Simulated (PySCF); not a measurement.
Computed Raman spectrum (relative Raman activity) of a molecule C₅H₁₀. The structure is a stationary point at B3LYP-D3(BJ)/def2-SVP. Other conformers were not sampled. Method: B3LYP-D3(BJ)/def2-SVP (PySCF). Harmonic, unscaled wavenumbers; measured fundamentals usually lie a few per cent lower.

```json
[
 {"ν (cm⁻¹)": "72", "relative intensity": "2.2"},
 {"ν (cm⁻¹)": "664", "relative intensity": "2.4"},
 {"ν (cm⁻¹)": "856", "relative intensity": "3.1"},
 {"ν (cm⁻¹)": "1254", "relative intensity": "2.7"},
 {"ν (cm⁻¹)": "1309", "relative intensity": "12"},
 {"ν (cm⁻¹)": "1350", "relative intensity": "2.1"},
 {"ν (cm⁻¹)": "1362", "relative intensity": "2.1"},
 {"ν (cm⁻¹)": "1432", "relative intensity": "8.0"},
 {"ν (cm⁻¹)": "1458", "relative intensity": "6.6"},
 {"ν (cm⁻¹)": "1465", "relative intensity": "7.1"},
 {"ν (cm⁻¹)": "1474", "relative intensity": "4.0"},
 {"ν (cm⁻¹)": "1721", "relative intensity": "12"},
 {"ν (cm⁻¹)": "3005", "relative intensity": "46"},
 {"ν (cm⁻¹)": "3025", "relative intensity": "100"},
 {"ν (cm⁻¹)": "3065", "relative intensity": "57"},
 {"ν (cm⁻¹)": "3070", "relative intensity": "22"},
 {"ν (cm⁻¹)": "3102", "relative intensity": "22"},
 {"ν (cm⁻¹)": "3111", "relative intensity": "24"},
 {"ν (cm⁻¹)": "3125", "relative intensity": "24"},
 {"ν (cm⁻¹)": "3139", "relative intensity": "49"},
 {"ν (cm⁻¹)": "3222", "relative intensity": "34"}
]
```

Problem. Identify the compound among the candidates.
(A) C=CCCC
(B) C=CC(C)C
(C) CC=C(C)C
(D) C1CCCC1

Solution. A, C=CCCC
